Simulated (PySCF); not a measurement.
Nuclear quadrupole coupling in `C=N[SiH2]N`

CH6N2Si.
Cartesian coordinates in Å at the PBE0-D3(BJ)/def2-SVP level; atoms count from 1:
```xyz
10
CH6N2Si angstrom
C      1.9405   -0.4721   -0.1909
N      0.8495   -0.0948   -0.6985
Si    -0.4713    0.6360    0.2166
N     -1.9772   -0.1768    0.0291
H      2.7327   -0.9250   -0.8184
H      2.1961   -0.3869    0.8901
H     -0.1424    0.6357    1.6812
H     -0.6084    2.0198   -0.3181
H     -2.1320   -1.0467    0.5267
H     -2.4173   -0.2059   -0.8842
```

Field gradients from the PBE0/pcSseg-1 density (PySCF, non-relativistic), principal values in atomic units, ordered |Vxx| ≤ |Vyy| ≤ |Vzz|:

```json
{"atom": "N2", "Vxx": "0.0800", "Vyy": "0.9559", "Vzz": "-1.0359"}
{"atom": "N4", "Vxx": "0.3270", "Vyy": "0.6160", "Vzz": "-0.9430"}
```

Problem. Find the asymmetry η = (Vxx − Vyy)/Vzz and the couplings χ = eQV/h (234.96 MHz × Q in barn × V in au), with Q(14N) = 0.02044 b.

Solution. 
| atom | environment | nucleus | η | χzz (MHz) | χxx (MHz) | χyy (MHz) |
| --- | --- | --- | --- | --- | --- | --- |
| N2 | C=N nitrogen | 14N | 0.85 | -4.975 | 0.384 | 4.591 |
| N4 | silicon-bound nitrogen | 14N | 0.31 | -4.529 | 1.570 | 2.959 |

Problem. What is Vzz at N4 in SI units (1 au = 9.71736 × 10²¹ V/m²)?

Solution. -0.9430 au = -9.164 × 10²¹ V/m².

Were the hydrogens deuterons (Q(2H) = 0.00286 b), χzz would run from 89 kHz (H7) to 276 kHz (H9 and H10).

The structure is a single PBE0-D3(BJ)/def2-SVP conformer in the gas phase; no vibrational or solvent corrections. These gradients aren't converged with respect to the basis.
